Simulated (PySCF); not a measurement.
C₄H₅ClO₂.
Geometry (GFN2-xTB, Å), atoms numbered from 1 in this order:
```xyz
12
C4H5ClO2 angstrom
C      2.0196    0.1444    0.1232
O      0.7478    0.6961    0.4249
C     -0.2871    0.0670   -0.1912
O     -0.6319   -1.2450    0.3618
C     -1.8813   -0.7480    0.6802
C     -1.6800    0.4921    0.2269
Cl    -2.5366    1.9391    0.0917
H      2.0723   -0.8984    0.4451
H      2.2219    0.2050   -0.9514
H      2.7423    0.7428    0.6722
H     -0.1396   -0.0496   -1.2764
H     -2.6461   -1.3460    1.1318
```

Computed, not measured: TDDFT CAM-B3LYP/def2-SVPD, vertical, gas phase, core orbitals frozen in the response in PySCF.

Transition dipole moments from the ground state, in atomic units and in the frame of the coordinates above (overall signs are arbitrary), for the states with f of 0.002 or more among the lowest 8:

```tsv
state	E (eV)	μx	μy	μz
S1	5.681	0.127	-0.902	0.251
S3	6.549	-0.089	0.246	-0.080
S4	6.868	0.004	-0.135	-0.046
S5	7.199	0.097	-0.262	-0.041
S6	7.371	-0.096	-0.084	0.104
S7	7.571	-0.055	-0.160	-0.064
S8	7.635	-0.090	0.065	0.023
```

**Question.** What oscillator strength does each state have?

**Answer.** f = (2/3) ΔE |μ|² with ΔE in hartree (27.2114 eV).

```json
{"state": "S1", "|μ|² (au)": "0.892", "|μ| (D)": "2.40", "f": "0.124"}
{"state": "S3", "|μ|² (au)": "0.075", "|μ| (D)": "0.69", "f": "0.012"}
{"state": "S4", "|μ|² (au)": "0.020", "|μ| (D)": "0.36", "f": "0.003"}
{"state": "S5", "|μ|² (au)": "0.080", "|μ| (D)": "0.72", "f": "0.014"}
{"state": "S6", "|μ|² (au)": "0.027", "|μ| (D)": "0.42", "f": "0.005"}
{"state": "S7", "|μ|² (au)": "0.033", "|μ| (D)": "0.46", "f": "0.006"}
{"state": "S8", "|μ|² (au)": "0.013", "|μ| (D)": "0.29", "f": "0.002"}
```

**Question.** Which bond between heavy atoms lies closest to the direction of the S1 transition dipole?

**Answer.** C5–C6, at 17° from it; next C3–O4 at 23°.

**Question.** What angle do the transition dipoles of S1 and S3 make?

**Answer.** |cos θ| = |μa·μb| / (|μa| |μb|) = 0.98, so θ ≈ 12° (taken between 0 and 90°, since the signs are arbitrary).

**Question.** How is the summed strength of these states shared among x, y and z?

**Answer.** (2/3) Σ ΔE μα² gives 0.009 for x, 0.145 for y and 0.013 for z, 0.167 in all.

**Question.** What peak molar absorption coefficient would the strongest computed level give as a lone Gaussian band 0.3 eV wide at half height?

**Answer.** ε(max) = 2.175×10⁸ f / FWHM, with the width in cm⁻¹. S1: 2.175×10⁸ × 0.1242 / 2420 ≈ 11000 L mol⁻¹ cm⁻¹.

On one thread of an Arm Neoverse N1, no GPU (shared host), this took 56 s.

One conformer stands for the species.
